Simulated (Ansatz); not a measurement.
`[SiH3][O][Al]([O][SiH3])[O][SiH3]` + H₂O → `[OH][Al]([O][SiH3])[O][SiH3]` + silanol  (formal hydrolysis of the Al–O bond)

Gas-phase electronic energies from Ansatz, PBE0-D4/def2-TZVP geometries. CBS: MP2 limit from def2 TZ/QZ plus the TZ coupled-cluster correction, frozen cores. This one scheme is used for every species. Each species was taken in one conformer, which may not be the lowest.

`[SiH3][O][Al]([O][SiH3])[O][SiH3]`:

Z-matrix (Å, degrees):
```
Si
O 1 1.624
H 1 1.487 2 109.7
H 1 1.487 2 109.7 3 -119.8
H 1 1.488 2 110.6 3 120.1
Al 2 1.669 1 167.9 3 -110.8
O 6 1.669 2 120.0 1 -179.5
O 6 1.668 2 120.0 1 0.5
Si 7 1.624 6 167.0 2 0.3
Si 8 1.624 6 168.3 2 -178.9
H 9 1.488 7 110.7 6 3.9
H 9 1.486 7 109.7 6 124.0
H 9 1.487 7 109.7 6 -116.2
H 10 1.488 8 110.6 6 8.1
H 10 1.487 8 109.7 6 -112.0
H 10 1.486 8 109.8 6 128.2
```

H₂O:

```xyz
3

O    -0.205    0.168   -0.285
H     0.165   -0.718   -0.275
H     0.040    0.550    0.560
```

`[OH][Al]([O][SiH3])[O][SiH3]`:

Z-matrix (Å, degrees):
```
Si
O 1 1.623
H 1 1.487 2 110.4
H 1 1.487 2 109.7 3 -119.9
H 1 1.487 2 110.2 3 120.3
Al 2 1.669 1 168.1 3 -53.7
O 6 1.684 2 118.6 1 0.3
O 6 1.675 2 120.3 1 -179.7
H 7 0.956 6 122.4 2 179.9
Si 8 1.625 6 161.4 2 -0.1
H 10 1.487 8 109.7 6 -121.6
H 10 1.488 8 110.9 6 -1.4
H 10 1.487 8 109.7 6 118.8
```

`O[SiH3]`:

Z-matrix (Å, degrees):
```
Si
O 1 1.648
H 1 1.489 2 111.7
H 1 1.489 2 111.7 3 120.9
H 1 1.481 2 105.9 3 -119.6
H 2 0.957 1 117.9 3 -60.5
```

| species | MP2/def2-QZVPP energy (Eh) |
| --- | --- |
| `[SiH3][O][Al]([O][SiH3])[O][SiH3]` | -1340.31312 |
| H₂O | -76.34932 |
| `[OH][Al]([O][SiH3])[O][SiH3]` | -1050.02304 |
| `O[SiH3]` | -366.62980 |

Question: Work out ΔE.

Answer: ΔE = (-1050.02304) + (-366.62980) − (-1340.31312) − (-76.34932) = 0.00960 Eh = +6.0 kcal/mol. CCSD(T)/CBS gives +6.3 kcal/mol.

Largest T1 diagnostic among the species: 0.012.

The D4 term adds +1.3 kcal/mol with B3LYP and +0.9 kcal/mol with PBE0; it sums over pairs of atoms, weighted by their polarisabilities, and B3LYP, whose exchange is more repulsive, gets the larger term. Leaving LDA and LC-ωPBE aside and taking each functional with its dispersion term where it has one, the values, not all of them listed here, spread over 2.7 kcal/mol, from PBE-D4 to BHLYP-D4.

B3LYP here is the variant with VWN-RPA as its local correlation; programs differ in this.
